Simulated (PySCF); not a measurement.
## GeCl₄: calculation against measurement

Isolated GeCl₄, optimised in PySCF with density fitting and no spin–orbit coupling; def2 sets carry scalar-relativistic core potentials from Rb on. All levels below give a singlet of Td symmetry: PBE0/def2-TZVP Ge–Cl 2.117 Å (×4); PBE0/def2-SVP Ge–Cl 2.126 Å (×4).

Counting electrons, germanium keeps none of its valence electrons outside its bonds, so the VSEPR class is AX4 and the expected shape is tetrahedral (Td), as computed.

**Question.** The measured mean polarisability is 12.49 Å³ (NIST CCCBDB Release 22 (SRD 101), experimental polarizabilities). What do the calculations give?

**Answer.** PBE0/def2-TZVP 10.89 Å³, PBE0/def2-SVP 8.72 Å³. Basis sets without diffuse functions underestimate polarisabilities.
